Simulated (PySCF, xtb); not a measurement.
B₂F₃, SMILES F[B]B(F)F (connectivity only; charge and spin as stated), charge +1, multiplicity 1.

Geometry optimised at ωB97X-D3(BJ)/def2-SVP. The spin state was assumed, not searched. The isomer is the one that the SMILES or the coordinates give; other isomers of the formula were not compared. The values are those of a single conformer.

Computed with C-PCM-PBE0/def2-SVP in PySCF 2.14.0.

The values are the electrostatic part of the solvation free energy, E(continuum) − E(gas) at the gas-phase geometry, in a cavity of scaled van der Waals radii (PySCF's table); cavitation and dispersion terms are not included. In vacuum the orbital gap is 8.20 eV.

| solvent | ε | ΔG(elec) (kcal/mol) | gap (eV) |
|---|---|---|---|
| water | 78.36 | -64.5 | 8.60 |
| ethylethanoate | 5.99 | -54.4 | 8.53 |
| 2-propanol | 19.26 | -61.9 | 8.58 |

For comparison, GFN2-xTB/ALPB(water) (xtb, at the GFN2-xTB geometry, all terms of that model) gives -59.5 kcal/mol.
